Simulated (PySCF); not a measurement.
## Ru²⁺: excitation energy

Ru²⁺ [Kr] 4d6 (5D) → Ru²⁺ [Kr] 4d5 5p1 (7P), as a difference of total energies. Computed with PySCF 2.14 in aug-cc-pVDZ-PP with ECP28MDF (5s5p4d2f, 54 functions), with a scalar-relativistic core potential. Correlated levels: valence: 4s2 4p6 frozen. The calculations carry no spin-orbit coupling.

```tsv
method	excitation energy (eV)
UHF	8.343
MP2 (valence)	8.923
SCS-MP2 (valence)	9.302
CCSD (valence)	8.931
CCSD(T) (valence)	8.947
```

How much does correlation contribute at CCSD(T) (valence)?

8.947 − (8.343) = 0.604 eV, measured against UHF.
